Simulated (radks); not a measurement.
Spherical jellium clusters: N electrons in a uniform positive sphere of charge N and radius rs N^(1/3), rs = 2.57 bohr. Level of theory: non-relativistic Kohn-Sham, LDA (Slater exchange, Perdew-Wang correlation), spin-polarised, spherical densities (a radial shooting solver with Libxc functionals). Levels are named by radial order and angular momentum (1s, 1p, 1d, 2s, ...), and open shells are averaged over m. Each electron was tried in the lowest free levels, single moves between levels near the top were tried too, and the lowest total energy was kept; such a search can miss a lower state. Energies include the self-energy of the background; IP and EA are vertical (highest electron removed, lowest free level filled), at fixed background; spill-out counts the electrons outside the background radius R, and alpha is the static dipole polarisability from linear response (closed shells only). A dash means not computed or, for alpha, an open shell; in EA it means that no bound solution was reached, which is typical of self-interaction and does not show that the anion is unstable. Real open-shell clusters deform, which this model forbids.

N	open shells	2S	E/N (eV)	E(N+1) + E(N-1) - 2E(N) (eV)	IP (eV)	EA (eV)	-e(HOMO) (eV)	spill-out (e)	alpha/R^3
1	1s(up 1, down 0)	1	-0.483	-	-	-	3.879	0.54	-
2	none	0	-1.246	2.174	7.309	-	4.461	0.77	2.149
3	1p(up 1, down 0)	1	-0.776	-0.951	4.549	-	2.379	1.17	-
4	1p(up 2, down 0)	2	-0.778	-0.838	5.568	-	3.264	1.43	-
5	1p(up 3, down 0)	3	-0.947	0.338	6.198	-	3.878	1.61	-
6	1p(up 3, down 1)	2	-1.004	-0.687	5.636	-	3.539	1.79	-
7	1p(up 3, down 2)	1	-1.142	-0.524	6.195	2.098	4.072	1.94	-
8	none	0	-1.311	2.540	6.579	-	4.466	2.06	1.760
9	1d(up 1, down 0)	1	-1.161	-0.445	3.908	-	2.096	2.31	-
10	1d(up 2, down 0)	2	-1.085	-0.416	4.404	-	2.579	2.52	-
11	1d(up 3, down 0)	3	-1.060	-0.377	4.800	-	2.973	2.69	-
12	1d(up 4, down 0)	4	-1.071	-0.337	5.124	-	3.303	2.83	-
13	1d(up 5, down 0)	5	-1.107	0.377	5.395	-	3.585	2.96	-
14	1d(up 5, down 0) 2s(up 1, down 0)	6	-1.110	-0.132	4.947	-	3.286	3.25	-
15	1d(up 5, down 2)	3	-1.122	-0.408	5.146	1.795	3.432	3.22	-
16	1d(up 5, down 3)	2	-1.158	-0.268	5.401	2.058	3.694	3.34	-
17	1d(up 5, down 4)	1	-1.205	-0.238	5.618	2.289	3.920	3.44	-
18	none	0	-1.260	0.252	5.804	2.129	4.118	3.54	1.578
19	2s(up 1, down 0)	1	-1.296	0.216	5.500	2.036	3.876	3.75	-
20	none	0	-1.318	1.470	5.311	-	3.742	3.99	1.635
21	1f(up 1, down 0)	1	-1.268	-0.240	3.893	-	2.356	4.13	-
22	1f(up 2, down 0)	2	-1.233	-0.226	4.123	-	2.591	4.26	-
23	1f(up 3, down 0)	3	-1.211	-0.211	4.328	-	2.803	4.38	-
24	1f(up 4, down 0)	4	-1.200	-0.198	4.512	1.526	2.994	4.49	-
25	1f(up 5, down 0)	5	-1.197	-0.185	4.678	1.704	3.167	4.59	-
26	1f(up 6, down 0)	6	-1.202	-0.173	4.829	1.868	3.327	4.68	-
27	1f(up 7, down 0)	7	-1.213	-	4.968	1.426	3.473	4.76	-

All shells are closed at N = 2, 8, 18, 20 (there: 1s2 1p6 1d10 2s2); the second difference of the energy has clear peaks (12 % above both neighbours; the first and last values, which can be the largest, are not judged, and half-filled shells can peak too) at N = 5, 8, 13, 18, 20.
